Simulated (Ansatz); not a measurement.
Ansatz results at the PBE0-D4/def2-TZVP geometry: HOMO energy (ωB97M-V/def2-TZVPP) -9.22 eV; size of the dipole moment (ωB97M-V/def2-TZVPP) 0.40 D; HOMO energy (B3LYP/def2-TZVPP) -6.77 eV.

Each molecule was computed in one conformer, which needn't be the lowest.

**Question.** Which molecule gave them?
A. `OC1(F)BS1`
B. `OBC(F)[SiH3]`
C. `[SiH3]/C=[CH]\[GaH2]`
D. `CC(O)(F)[SeH]`

**Answer.** D. The others give `OC1(F)BS1`: -9.89, 0.87, -7.55; `[SiH3]/C=[CH]\[GaH2]`: -9.89, 1.44, -7.49; `OBC(F)[SiH3]`: -10.48, 2.32, -8.00.

B3LYP here is the variant with VWN-RPA as its local correlation; programs differ in this.
